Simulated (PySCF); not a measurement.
## Low-lying terms of I⁵⁺ (iodine, charge +5)

Ground state [Kr] 4d10 5s2, ¹S. All numbers are calculated (PySCF 2.14, a scalar-relativistic core potential, in aug-cc-pVDZ-PP with two added diffuse shells each of s, p, d type with ECP28MDF (7s6p5d, 50 functions)). Vertical excitation energies in eV without spin-orbit coupling; excited terms of each kind are numbered among those the solver found. Frozen: 4s2 4p6.

```
 term  leading excitation  EOM-EE-CCSD
1 3P°              5s → p       11.163
1 1P°              5s → p       16.271
 1 3D              5s → d       31.245
 1 1D              5s → d       34.439
 1 3S              5s → s       35.946
 1 1S              5s → s       36.787
2 3P°              5s → p       41.251
2 1P°              5s → p       41.632
 2 3D              5s → d       48.853
 2 1D              5s → d       49.172
```

Only the lower part of the computed list is shown. Doubly excited terms such as np² are absent. The solver can miss terms.
